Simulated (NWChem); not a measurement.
Isomers of C3H5ClSi, each optimised at PBE0/def2-SVP with NWChem, gas phase unless a solvent is named. Flexible species stand in one conformer each, which need not be the lowest.  Relative energies count from the lowest isomer at each level and are electronic, without zero-point energy, on those geometries.

A: [SiH3]C=C=CCl
B: C#C[Si@@H](C)Cl
C: C(#C)C[SiH2]Cl
D: C1C=C(Cl)[SiH2]1

| quantity | A | B | C | D |
|---|---|---|---|---|
| relative energy, B3LYP/def2-TZVP (kcal/mol) | 47.8 | 0.0 | 15.3 | 34.6 |
| relative energy, PBE0/def2-TZVP (kcal/mol) | 47.8 | 0.0 | 14.5 | 27.4 |
| SMD solvation free energy in toluene, PBE0/def2-SVP (kcal/mol) | -2.9 | -2.7 | -4.2 | -3.0 |
